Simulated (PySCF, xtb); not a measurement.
C3H12N2Si, SMILES CC(C)[SiH](N)N.

GFN2-xTB in xtb at its own geometry gives an orbital gap of 6.49 eV and a dipole moment of 1.80 D.

Geometry optimised at PBE-D3(BJ)/def2-SVP. This is a generated structure with no PubChem entry under its InChIKey; it may be hypothetical. Other conformers were not sampled.

What does HF/def2-TZVP (PySCF) give? (The exact figures need the calculation; the answer reports its results.)

gap 13.62 eV (levels -10.20 and 3.42 eV), dipole 0.25 D.
